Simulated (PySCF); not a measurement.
# BCl₃: umbrella curve

All numbers come from PBE0/[B def2-TZVP, Cl def2-TZVP], no relativity, density fitting, PySCF.

Rigid scan from the singlet minimum (B–Cl 1.737 Å (×3); Cl–B–Cl 120.0° (×3)). Coordinate: angle between each bond and the threefold axis, bonds fixed. Energies in kJ/mol from the minimum.

| angle of the bonds to the threefold axis (°) | E (kJ/mol) | dipole size (D) |
| --- | --- | --- |
| 55 | 611.6 | 1.49 |
| 60 | 396.0 | 1.15 |
| 65 | 249.9 | 0.89 |
| 70 | 149.1 | 0.68 |
| 75 | 79.9 | 0.49 |
| 80 | 34.4 | 0.32 |
| 85 | 8.4 | 0.16 |
| 90 | 0.0 | 0.00 |

The scan took 14 s on 4 threads of a shared Intel Xeon Platinum 8488C (Sapphire Rapids) host; the process peaked at 1.7 GiB. Launch command: `OMP_NUM_THREADS=4 python axn.py task.json out`.
